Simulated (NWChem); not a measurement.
System: BNH3OCl; SMILES NB(O)Cl

NWChem input:

```
start job
memory heap 200 mb stack 900 mb global 1100 mb
geometry units angstroms noautoz
  B     -0.025625     0.458440     0.000000
  Cl    -0.034958    -1.335410     0.000000
  O     -1.200504     1.140421     0.000000
  H     -1.964826     0.557953     0.000000
  N      1.197374     1.132495     0.000000
  H      1.243877     2.142222     0.000000
  H      2.087718     0.658848     0.000000
end
basis spherical
  * library def2-svp
end
dft
  xc scan
  grid fine
  iterations 150
  mulliken
end
task dft gradient
```

Output (shortened):

```
             Northwest Computational Chemistry Package (NWChem) 7.3.0
             --------------------------------------------------------

 CS  symmetry detected

                             Geometry "geometry" -> ""
                             -------------------------

 Output coordinates in angstroms (scale by  1.889725989 to convert to a.u.)

  No.       Tag          Charge          X              Y              Z
 ---- ---------------- ---------- -------------- -------------- --------------
    1 B                    5.0000    -0.02289678     0.45800202     0.00000000
    2 Cl                  17.0000     0.01365993    -1.33549973     0.00000000
    3 O                    8.0000    -1.21483640     1.10970647     0.00000000
    4 H                    1.0000    -1.96400877     0.50787772     0.00000000
    5 N                    7.0000     1.18245971     1.16312075     0.00000000
    6 H                    1.0000     1.20311869     2.17370689     0.00000000
    7 H                    1.0000     2.08462826     0.71240373     0.00000000

 Effective nuclear repulsion energy (a.u.)     144.4738060317

      Symmetry information
      --------------------

 Group name             Cs
 Group number              2
 Group order               2
 No. of unique centers     7

                                 NWChem DFT Module
                                 -----------------

 Summary of "ao basis" -> "ao basis" (spherical)
 ------------------------------------------------------------------------------
       Tag                 Description            Shells   Functions and Types
 ---------------- ------------------------------  ------  ---------------------
 B                          def2-svp                 6       14   3s2p1d
 Cl                         def2-svp                 8       18   4s3p1d
 O                          def2-svp                 6       14   3s2p1d
 H                          def2-svp                 3        5   2s1p
 N                          def2-svp                 6       14   3s2p1d

      Symmetry analysis of basis
      --------------------------

        a'         55
        a"         20

            General Information
            -------------------
          SCF calculation type: DFT
          Wavefunction type:  closed shell.
          No. of atoms     :     7
          No. of electrons :    40
           Alpha electrons :    20
            Beta electrons :    20
          Charge           :     0
          Spin multiplicity:     1
          Use of symmetry is: on ; symmetry adaption is: on
          Maximum number of iterations: 150
          AO basis - number of functions:    75
                     number of shells:    35
          Convergence on energy requested:  1.00D-06
          Convergence on density requested:  1.00D-05
          Convergence on gradient requested:  5.00D-04

              XC Information
              --------------
                         SCAN Method XC Functional
                  SCAN metaGGA Exchange Functional  1.000
                        SCAN Correlation Potential  1.000

             Grid Information
             ----------------
          Grid used for XC integration:  fine
          Radial quadrature: Mura-Knowles
          Angular quadrature: Lebedev.
          Tag              B.-S. Rad. Rad. Pts. Rad. Cut. Ang. Pts.
          ---              ---------- --------- --------- ---------
          B                   0.85       70           8.0       590
          Cl                  1.00      123          10.0       770
          O                   0.60       70          10.0       590
          H                   0.35       60          11.0       590
          N                   0.65       70          10.0       590
          Grid pruning is: on
          Number of quadrature shells:   513
          Spatial weights used:  Erf1

      Superposition of Atomic Density Guess
      -------------------------------------

 Sum of atomic energies:        -614.26068635

      Non-variational initial energy
      ------------------------------

 Total energy =    -615.904997
 1-e energy   =   -1132.128875
 2-e energy   =     371.750071
 HOMO         =      -0.371224
 LUMO         =       0.086355

      Symmetry analysis of molecular orbitals - initial
      -------------------------------------------------

  Numbering of irreducible representations:

     1 a'          2 a"

  Orbital symmetries:

     1 a'          2 a'          3 a'          4 a'          5 a'
     6 a'          7 a"          8 a'          9 a'         10 a'
    11 a'         12 a'         13 a'         14 a'         15 a'
    16 a"         17 a'         18 a"         19 a'         20 a"
    21 a'         22 a"         23 a'         24 a'         25 a'
    26 a'         27 a'         28 a'         29 a"         30 a'

     ---------------------------------------------
      Total Density - Mulliken Population Analysis
     ---------------------------------------------

[...]

                         DFT ENERGY GRADIENTS

    atom               coordinates                        gradient
                 x          y          z           x          y          z
   1 B      -0.043269   0.865498   0.000000   -0.000319  -0.000345   0.000000
   2 Cl      0.025814  -2.523729   0.000000   -0.000235   0.002058   0.000000
   3 O      -2.295708   2.097041   0.000000   -0.000450  -0.002554   0.000000
   4 H      -3.711438   0.959750   0.000000    0.001794   0.001378   0.000000
   5 N       2.234525   2.197980   0.000000    0.000306   0.000405   0.000000
   6 H       2.273565   4.107710   0.000000   -0.000186  -0.001192   0.000000
   7 H       3.939376   1.346248   0.000000   -0.000909   0.000250   0.000000
```

Level: SCAN/def2-SVP. All runs use the structure optimised with PBE0/def2-SVP.
